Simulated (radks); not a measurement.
Results of a calculation; reference values are marked as such.
Q: These are the eigenvalues of the occupied orbitals of an atom or ion with whole-number occupations (hartree). Level of theory: non-relativistic Kohn-Sham, BLYP, spin-polarised, spherical densities, point nucleus (a radial shooting solver on a logarithmic mesh with Libxc functionals).

orbital  eigenvalue
1s up     -28.88861
1s down   -28.86582
2s up      -4.27677
2s down    -4.25755
3p up      -1.14487

Which element is it, and in what charge state? The configuration may be excited. Open shells, if any, are filled with parallel spins first.

A: Z = 9, fluorine, charge +3: F3+ in [He] 2s2 3p2. The list shows which subshells hold electrons but not how many an open one holds; the 1s level, -28.889 hartree, gives Z - s = 7.6 by -(Z - s)^2/2, which with screening narrows Z to a few neighbours, and the depths of the outer levels then fix element, charge and occupations together.
